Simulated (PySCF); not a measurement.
gold atom (Au), doublet (core potentials on Au); PBE0/def2-SV(P) in PySCF.

PySCF was given this input:
```python
from pyscf import gto, scf, dft

mol = gto.M(
    atom='''
Au    0.00000000    0.00000000    0.00000000
''',
    basis='def2-sv(p)',
    ecp={'Au': 'def2-sv(p)'},
    spin=1,
    verbose=4,
)

mf = dft.UKS(mol)
mf.xc = 'pbe0'
mf.kernel()
mf.analyze()
```

The log (banner, timings and long lists left out):

```
PySCF version 2.14.0

[INPUT] verbose = 4
[INPUT] num. atoms = 1
[INPUT] num. electrons = 19
[INPUT] charge = 0
[INPUT] spin (= nelec alpha-beta = 2S) = 1
[INPUT] symmetry False subgroup None
[INPUT] Mole.unit = angstrom
[INPUT] Symbol           X                Y                Z      unit          X                Y                Z       unit  Magmom
[...]
nuclear repulsion = 0
number of shells = 11
number of NR pGTOs = 50
number of NR cGTOs = 25
basis = def2-sv(p)
ecp = {'Au': 'def2-sv(p)'}

******** <class 'pyscf.dft.uks.UKS'> ********
method = UKS
initial guess = minao
damping factor = 0
level_shift factor = 0
DIIS = <class 'pyscf.scf.diis.CDIIS'>
diis_start_cycle = 1
diis_space = 8
diis_damp = 0
SCF conv_tol = 1e-09
SCF conv_tol_grad = None
SCF max_cycles = 50
direct_scf = True
direct_scf_tol = 1e-13
number electrons alpha = 10  beta = 9
XC library pyscf.dft.libxc version 7.1.2
    S. Lehtola, C. Steigemann, M. J. T. Oliveira, and M. A. L. Marques,  SoftwareX 7, 1–5 (2018)
XC functionals = pbe0
    C. Adamo and V. Barone,  J. Chem. Phys. 110, 6158 (1999)
    M. Ernzerhof and G. E. Scuseria,  J. Chem. Phys. 110, 5029 (1999)
radial grids:
    Treutler-Ahlrichs [JCP 102, 346 (1995); DOI:10.1063/1.469408] (M4) radial grids

becke partition: Becke, JCP 88, 2547 (1988); DOI:10.1063/1.454033
pruning grids: <function nwchem_prune>
grids dens level: 3
symmetrized grids: False
atomic radii adjust function: <function treutler_atomic_radii_adjust>
small_rho_cutoff = 0
Set gradient conv threshold to 3.16228e-05
tot grids = 24312
init E= -123.925764234023

cycle= 1 E= -135.161873352426  delta_E= -11.2  |g|= 0.966  |ddm|= 6.93

cycle= 2 E= -134.231803117952  delta_E= 0.93  |g|= 1.86  |ddm|=  3.5
cycle= 3 E= -135.695457888544  delta_E= -1.46  |g|= 0.0385  |ddm|= 2.04
cycle= 4 E= -135.696705783183  delta_E= -0.00125  |g|= 0.00931  |ddm|= 0.179
cycle= 5 E= -135.696755117025  delta_E= -4.93e-05  |g|= 0.000575  |ddm|= 0.0148
cycle= 6 E= -135.696755756587  delta_E= -6.4e-07  |g|= 0.000157  |ddm|= 0.00315
cycle= 7 E= -135.696755823742  delta_E= -6.72e-08  |g|= 3.97e-05  |ddm|= 0.000903
cycle= 8 E= -135.696755838563  delta_E= -1.48e-08  |g|= 1.12e-05  |ddm|= 0.000576
cycle= 9 E= -135.696755839636  delta_E= -1.07e-09  |g|= 1.21e-06  |ddm|= 0.000191
cycle= 10 E= -135.696755839638  delta_E= -2.56e-12  |g|= 1.43e-08  |ddm|= 9.13e-06
Extra cycle  E= -135.696755839639  delta_E= -1.14e-13  |g|= 8.29e-09  |ddm|= 1.02e-07
converged SCF energy = -135.696755839639  <S^2> = 0.75135061  2S+1 = 2.0013502
**** SCF Summaries ****
Total Energy =                        -135.696755839638513
Nuclear Repulsion Energy =               0.000000000000000
One-electron Energy =                 -238.861546831978274
Two-electron Energy =                  103.164790992339746
Two-electron Coulomb Energy =          116.006977090510532
DFT Exchange-Correlation Energy =      -12.842186098170780
**** MO energy ****
                             alpha | beta                alpha | beta
[...]
spin_pop of  0 Au 5s        0.00093
spin_pop of  0 Au 6s        0.98515
spin_pop of  0 Au 7s        0.00356
spin_pop of  0 Au 8s        0.00288
spin_pop of  0 Au 9s        0.00259
spin_pop of  0 Au 10s        0.00489
spin_pop of  0 Au 5px       0.00195
spin_pop of  0 Au 5py       0.00195
spin_pop of  0 Au 5pz       0.00195
spin_pop of  0 Au 6px      -0.00217
spin_pop of  0 Au 6py      -0.00217
spin_pop of  0 Au 6pz      -0.00217
spin_pop of  0 Au 7px       0.00022
spin_pop of  0 Au 7py       0.00022
spin_pop of  0 Au 7pz       0.00022
spin_pop of  0 Au 5dxy     -0.01508
spin_pop of  0 Au 5dyz     -0.01508
spin_pop of  0 Au 5dz^2    -0.01508
spin_pop of  0 Au 5dxz     -0.01473
spin_pop of  0 Au 5dx2-y2   -0.01473
spin_pop of  0 Au 6dxy      0.01508
spin_pop of  0 Au 6dyz      0.01508
spin_pop of  0 Au 6dz^2     0.01508
spin_pop of  0 Au 6dxz      0.01473
spin_pop of  0 Au 6dx2-y2    0.01473
In total            10.00000 | 9.00000
Dipole moment(X, Y, Z, Debye): -0.00000,  0.00000,  0.00000
```
